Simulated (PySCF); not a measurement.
A PySCF script (with the pyscf-properties extension) for the NMR shieldings of `C#C[C@@H](C)[Si@@H]([SiH2]P)C(F)F`, C₅H₁₁F₂PSi₂, on a GFN2-xTB geometry:

```python
import basis_set_exchange as bse
import numpy as np
from pyscf import gto, dft
from pyscf.prop import nmr

atoms = """
C    -2.801213   -0.366112   -2.242310
C    -1.913421    0.125299   -1.606156
C    -0.859143    0.712003   -0.808559
C    -1.423046    1.287882    0.495226
Si    0.530089   -0.582741   -0.469544
Si    2.039182    0.169665    1.138100
P     2.412694    2.336546    0.668258
C    -0.352934   -2.154490    0.254275
F    -0.760127   -1.927983    1.537776
F     0.540053   -3.183364    0.328719
H    -3.580454   -0.781414   -2.808506
H    -0.420552    1.534268   -1.385917
H    -1.832516    0.500345    1.123776
H    -0.638138    1.805250    1.046134
H    -2.218155    1.999857    0.281182
H     1.023345   -1.072620   -1.769623
H     1.518154    0.174830    2.510800
H     3.286124   -0.609054    1.152266
H     3.594409    2.423468    1.374103
H     3.072938    2.090639   -0.522333
H    -1.226209   -2.524287   -0.298139
"""
names = dict.fromkeys(["C", "Si", "P", "F", "H"], "pcSseg-1")
basis = {el: gto.basis.parse(bse.get_basis(n, elements=[el], fmt="nwchem")) for el, n in names.items()}
mol = gto.M(atom=atoms, basis=basis, charge=0, verbose=0)
mf = dft.RKS(mol, xc="PBE0")
mf.grids.level = 2
mf.grids.alignment = dft.numint.BLKSIZE   # the property module wants whole blocks of grid points
mf.conv_tol = 1e-9
mf.kernel()

calc = nmr.RKS(mf)   # GIAO
C = mf.mo_coeff
Co = C[:, mf.mo_occ > 0]
resp = mf.gen_response(singlet=True, hermi=2)
def vind(x):   # induced exchange potential for any number of trial vectors
    d = np.einsum("pi,xij,qj->xpq", C, 2 * x.reshape(-1, C.shape[1], Co.shape[1]), Co, optimize=True)
    return np.einsum("xpq,pi,qj->xij", resp(d - d.transpose(0, 2, 1)), C, Co, optimize=True).ravel()
mo1, _ = nmr.rhf.solve_mo1(calc, with_cphf=vind)
sigma = calc.kernel(mo1)
for i, s in enumerate(sigma):   # ppm
    print("%2d %-2s %9.2f" % (i, mol.atom_pure_symbol(i), np.trace(s) / 3))
```

Problem. What does it print?

Solution. 
```
 0 C     109.90
 1 C      96.42
 2 C     176.09
 3 C     167.88
 4 Si    381.69
 5 Si    446.68
 6 P     632.71
 7 C      59.07
 8 F     314.17
 9 F     320.32
10 H      30.03
11 H      29.60
12 H      30.24
13 H      30.29
14 H      30.08
15 H      27.29
16 H      27.47
17 H      27.32
18 H      30.35
19 H      30.79
20 H      24.80
```

These numbers come from an equivalent density-fitted implementation of the same equations, which agrees with the script to about 0.01 ppm for H and up to a few tenths of a ppm for heavy atoms, so last digits may differ.

Problem. Turn these shieldings into chemical shifts. Scale: TMS for 13C (186.93 ppm) and 29Si (349.16 ppm) and 1H (31.72 ppm); 31P (318.38 ppm) against H3PO4; CFCl3 for 19F (170.95 ppm) (reference shieldings calculated alike).

Solution. Averaging equivalent atoms: C 7: 127.9; C 1: 90.5; C 0: 77.0; C 3: 19.0; C 2: 10.8; Si 4: -32.5; Si 5: -97.5; P 6: -314.3; F 8: -143.2; F 9: -149.4; H 20: 6.91; H 15: 4.42; H 17: 4.40; H 16: 4.25; H 11: 2.11; H 10: 1.69; H 12/13/14: 1.51; H 18/19: 1.15 ppm. Unscaled 19F shifts against computed CFCl3 carry errors that often reach 10 to 50 ppm. Experimental scales use liquid or dissolved standards, which lie at an offset from isolated H3PO4.

Size and cost of the density-fitted run: 246 basis functions, 2.1 min wall time on 1 thread of an Arm Neoverse N1, shared host; peak memory 1.1 GiB.
